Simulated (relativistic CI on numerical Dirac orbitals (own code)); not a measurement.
# Mn²⁺: 3p photoemission

Computed with this model: Dirac-Coulomb-Breit CI, KLI orbitals optimised for each configuration, QED by a radiative potential, valence Slater integrals scaled by 0.7, multiplet model of photoemission in the sudden approximation; configurations [Ar] 3d5 → [Ne] 3s2 3p5 3d5; 300 K; Lorentzian 0.8 eV and Gaussian 0.6 eV FWHM. Energies are those of the free ion, without screening or charge transfer. The energies are binding energies and can lie tens of eV above those of solids. S is read from ⟨S²⟩ = S(S + 1).

Field parameters in Wybourne normalisation: Oh B⁴₀ = 21Dq, B⁴₄ = √(5/14) B⁴₀. The field is a parameter set, without covalency.

Peaks in eV (height, largest 100): 77.2 (100), 79.9 (31), 93.8 (54).

(1) Which surroundings give this spectrum?
A. Oh, 10Dq = 31850 cm⁻¹
B. Oh, 10Dq = 26150 cm⁻¹
C. Oh, 10Dq = 20400 cm⁻¹
D. free ion

## Answers

(1) D. free ion, where the ground state has S = 2.50.
